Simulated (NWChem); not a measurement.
System: C3H5ClSi; SMILES C#CC[SiH2]Cl

Input file for NWChem:

```
start job
memory heap 200 mb stack 900 mb global 1100 mb
geometry units angstroms noautosym nocenter noautoz
  C      1.066979    -2.611082    -0.289996
  C      0.165502    -1.909736     0.113739
  C     -0.896815    -1.032264     0.564835
  Si    -0.885026     0.649264    -0.298796
  Cl     0.865271     1.654170     0.147053
  H      1.865611    -3.238629    -0.639673
  H     -1.887048    -1.485539     0.375546
  H     -0.831600    -0.860492     1.653309
  H     -2.030549     1.459340     0.205689
  H     -0.973880     0.476329    -1.773924
end
basis spherical
  * library def2-svp
end
dft
  xc pbe0
  iterations 150
end
cosmo
  do_cosmo_smd true
  solvent toluene
end
task dft energy
```

Excerpt of the output:

```
             Northwest Computational Chemistry Package (NWChem) 7.3.0
             --------------------------------------------------------

                             Geometry "geometry" -> ""
                             -------------------------

 Output coordinates in angstroms (scale by  1.889725989 to convert to a.u.)

  No.       Tag          Charge          X              Y              Z
 ---- ---------------- ---------- -------------- -------------- --------------
    1 C                    6.0000     1.06697900    -2.61108200    -0.28999600
    2 C                    6.0000     0.16550200    -1.90973600     0.11373900
    3 C                    6.0000    -0.89681500    -1.03226400     0.56483500
    4 Si                  14.0000    -0.88502600     0.64926400    -0.29879600
    5 Cl                  17.0000     0.86527100     1.65417000     0.14705300
    6 H                    1.0000     1.86561100    -3.23862900    -0.63967300
    7 H                    1.0000    -1.88704800    -1.48553900     0.37554600
    8 H                    1.0000    -0.83160000    -0.86049200     1.65330900
    9 H                    1.0000    -2.03054900     1.45934000     0.20568900
   10 H                    1.0000    -0.97388000     0.47632900    -1.77392400

 Effective nuclear repulsion energy (a.u.)     245.4779081804

                                 NWChem DFT Module
                                 -----------------

 Summary of "ao basis" -> "ao basis" (spherical)
 ------------------------------------------------------------------------------
       Tag                 Description            Shells   Functions and Types
 ---------------- ------------------------------  ------  ---------------------
 C                          def2-svp                 6       14   3s2p1d
 Si                         def2-svp                 8       18   4s3p1d
 Cl                         def2-svp                 8       18   4s3p1d
 H                          def2-svp                 3        5   2s1p

 in cosmo_initialize ...
 calling solv_data for solv:toluene

 solvent parameters
 solvname_short: toluene
 solvname_long:  toluene
 dielec:        2.3741
 dielecinf:     2.2383
 nonaqueous SMD model solvent descriptors
 dielec:        2.3741
 sola:          0.0000
 solb:          0.1400
 solc:          0.8570
 solg:         40.2000
 solh:          0.0000
 soln:          1.4961

[...]

                                COSMO-SMD solvation results
                                ---------------------------

             internal energy in gas <Psi(g)|H|Psi(g)> =      -866.257758158205
         internal energy in solvent <Psi(s)|H|Psi(s)> =      -866.257312656109
                               delta internal energy  =         0.000445502096 (    0.28 kcal/mol)
   total free energy in solvent <Psi(s)|H+V/2|Psi(s)> =      -866.262434394337
 polarization energy contribution <Psi(s)|V/2|Psi(s)> =        -0.005121738228 (   -3.21 kcal/mol)
    total free energy in solvent including G(SMD-CDS) =      -866.264494354391
                       G(SMD-CDS) energy contribution =        -0.002059960055 (   -1.29 kcal/mol)
     1 M fixed-concentration free energy of solvation =        -0.006736196186 (   -4.23 kcal/mol)

                       DFT Final Molecular Orbital Analysis
                       ------------------------------------

 Vector   25  Occ=2.000000D+00  E=-3.256125D-01
              MO Center=  8.7D-02,  1.4D+00, -1.3D-01, r^2= 3.0D+00
   Bfn.  Coefficient  Atom+Function         Bfn.  Coefficient  Atom+Function
  ----- ------------  ---------------      ----- ------------  ---------------
    73      0.438208   5 Cl pz               70      0.316521   5 Cl pz
    71     -0.240025   5 Cl px               72      0.227519   5 Cl py
    94     -0.211450   9 H  s                99      0.211149  10 H  s
    67      0.184252   5 Cl pz               68     -0.173937   5 Cl px
    95     -0.173844   9 H  s               100      0.167897  10 H  s

 Vector   26  Occ=2.000000D+00  E=-2.916667D-01
              MO Center=  4.8D-01, -2.2D+00, -1.7D-02, r^2= 1.9D+00
   Bfn.  Coefficient  Atom+Function         Bfn.  Coefficient  Atom+Function
  ----- ------------  ---------------      ----- ------------  ---------------
     6      0.299442   1 C  pz               20      0.280895   2 C  pz
     4      0.250863   1 C  px               18      0.238473   2 C  px
     9      0.182906   1 C  pz               23      0.172282   2 C  pz
     7      0.156742   1 C  px               21      0.153245   2 C  px
     5      0.152432   1 C  py               19      0.142749   2 C  py

 Vector   27  Occ=2.000000D+00  E=-2.797810D-01
              MO Center=  3.1D-01, -1.8D+00, -3.0D-02, r^2= 3.2D+00
   Bfn.  Coefficient  Atom+Function         Bfn.  Coefficient  Atom+Function
  ----- ------------  ---------------      ----- ------------  ---------------
     5      0.289343   1 C  py               19      0.251695   2 C  py
     6     -0.246818   1 C  pz               20     -0.205636   2 C  pz
     8      0.194067   1 C  py               22      0.194332   2 C  py
    33     -0.170342   3 C  py                9     -0.152282   1 C  pz
    31     -0.152300   3 C  s                51      0.138401   4 Si py

 Vector   28  Occ=0.000000D+00  E= 2.285173D-02
              MO Center= -7.9D-01,  5.0D-01, -3.7D-01, r^2= 4.2D+00
   Bfn.  Coefficient  Atom+Function         Bfn.  Coefficient  Atom+Function
  ----- ------------  ---------------      ----- ------------  ---------------
    53      0.926541   4 Si px               54      0.712924   4 Si py
    64     -0.546166   5 Cl s                71      0.468497   5 Cl px
    31      0.409728   3 C  s                50      0.243544   4 Si px
    45      0.224870   4 Si s                72      0.217641   5 Cl py
     9      0.193583   1 C  pz               95      0.180549   9 H  s

[...]
```

Level: PBE0/def2-SVP, SMD on the gas-phase geometry. Coordinates come from a PBE0/def2-SVP optimisation. Solvent: toluene.
